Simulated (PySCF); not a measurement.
SMILES C1=C[SiH2]C=C1 (C4H6Si) (B3LYP/def2-SVP optimised geometry):

```
11

C      1.078     0.015     0.000
C      0.689    -1.280     0.000
Si    -1.193    -1.280     0.000
C     -1.272     0.600     0.000
C      0.005     1.044     0.000
H      2.128     0.332     0.000
H      1.402    -2.106     0.000
H     -1.801    -1.914     1.208
H     -1.801    -1.914    -1.208
H     -2.128     1.279     0.000
H      0.277     2.106     0.000
```

Computed with B3LYP/def2-TZVP run with PySCF.

Task: What are the frontier orbital energies and the dipole moment?

Result: HOMO-2 -8.69 eV, HOMO-1 -8.64 eV, HOMO -6.57 eV, LUMO -1.76 eV, LUMO+1 0.57 eV; dipole moment 0.63 D.

Meta-Löwdin charges at B3LYP/def2-TZVP: C1 -0.10, C2 -0.37, Si3 0.64, C4 -0.37, C5 -0.10, H6 0.11, H7 0.13, H8 -0.10, H9 -0.10, H10 0.13, H11 0.11.
